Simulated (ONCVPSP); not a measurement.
## Configuration tests for cadmium (ONCV)

| Quantity | Value |
| --- | --- |
| Element | Cd |
| Generator | ONCVPSP 4.0.1 |
| Type | optimised norm-conserving Vanderbilt (ONCV) |
| Functional | PBEsol |
| Relativity | fully relativistic |
| Frozen core | [Kr] |
| Valence charge | 12 |
| Reference configuration | 4d10 5s2 |
| Partial waves | 5s: rc 2.55 bohr, ncon 5, nbas 9, qcut 2.5 1/bohr, 2 projectors, debl 2 Ha; p scattering state at 0.17 Ha: rc 2.35 bohr, ncon 4, nbas 8, qcut 3.5 1/bohr, 3 projectors, debl 3.8 Ha; 4d: rc 1.40 bohr, ncon 4, nbas 9, qcut 12.1 1/bohr, 2 projectors, debl 1 Ha |
| Local potential | polynomial inside 1.00 bohr (lpopt 3, dvloc0 4 Ha) |
| Core correction | Teter function fitted to the true core (icmod 2), fcfact 0.25 |

Open shells are filled in proportion to 2j + 1.

In the p channel the program set the typed energies aside and used 0.050, 3.850, 7.650 Ha (j = l + 1/2; the other j can differ).

Energies are relative to the spin-unpolarised reference configuration 4d10 5s2; without spin polarisation the order of configurations can differ from experiment.

(1) Give the all-electron excitation energy and the error of the potential for: 4d10 5s1; 4d10 5s0; 4d9 5s0; 4d9 5s2 5p1.

Note: ghosts flagged at negative energy: s at -46.6 eV; GHOST(+) flagged for p3/2 at 176.0 eV, p1/2 at 183.6 eV. A true bound ghost makes a file unfit for plane-wave use.

## Answers

(1)

```
valence configuration  charge  ΔE all-electron (eV)  error AE − PS (meV)
             4d10 5s1      +1                 9.311                 -3.7
             4d10 5s0      +2                26.408                  -18
              4d9 5s0      +3                64.405                  -61
          4d9 5s2 5p1       0                12.637                 -107
```
